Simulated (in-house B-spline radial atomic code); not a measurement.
The numbers below are computed, except where a source is named.
Two electrons in Ge: a spherical dot of radius 71.6 nm with hard walls

For Ge the NSM archive of the Ioffe Institute lists m_l = 1.6 m0, m_t = 0.08 m0 and ε = 16.2; the model takes one isotropic valley with the conductivity mass 3/(1/m_l + 2/m_t) = 0.117 m0, and so misses anisotropy and the other valleys. All triplets below are those of one valley; with several valleys two electrons can form a triplet in the 1s orbital itself, at an energy set by the valley splitting.

Effective-mass model with parabolic bands, a uniform dielectric constant, no image charges, no central-cell or spin-orbit terms. Two-electron levels come from full CI in B-splines with partial waves to l = 5 (up to 0.001 effective hartree above the limit).

What are the effective units, and what is the potential in them?

Ha* = 27211.386 meV × 0.117/16.2² = 12.13 meV and a* = 0.0529177 nm × 16.2/0.117 = 7.327 nm. The radius is R = 9.77 a*. The one-electron levels are π²/2R² = 0.0517 and 4.4934²/2R² = 0.1058 Ha*.

In these units the lowest s and p orbitals lie at 0.051699 and 0.105763, and their Coulomb and exchange integrals are J_ss = 0.182812, J_sp = 0.165781 and K_sp = 0.03681. (For an empty sphere J_ss = 1.786/R.) Full CI gives 0.246560 for the ground singlet, 0.275614 for the sp triplet, 0.315168 for the sp singlet and 0.399618 for the lowest triplet of two s orbitals.

What does it cost to add the second electron, to first order and exactly?

To first order E = 2ε_s + J_ss = 0.286210, so the charging energy E(2) − 2E(1) is J_ss = 2.218 meV. CI gives 0.246560 − 2 × (0.051699) = 0.143162, or 1.737 meV: relaxation and correlation lower it by 0.481 meV, 21.7 % of J_ss. The s² configuration of one-electron orbitals holds 81.4 % of the state, and the mean radius is 40.1 nm.

How far above the singlet do the triplets lie?

To first order the sp triplet lies at ε_s + ε_p + J_sp − K_sp = 0.286430, which is 0.002675 meV above 2ε_s + J_ss. CI gives 0.275614 − (0.246560) = 0.029054, or 0.3525 meV, 54 % of the orbital spacing of 0.6559 meV. The ss triplet lies 1.857 meV up, so the lower of the two is the sp one, and its gap equals k_BT at 4.09 K. The sp singlet-triplet splitting is 0.4798 meV, against 2K_sp = 0.8932 meV.
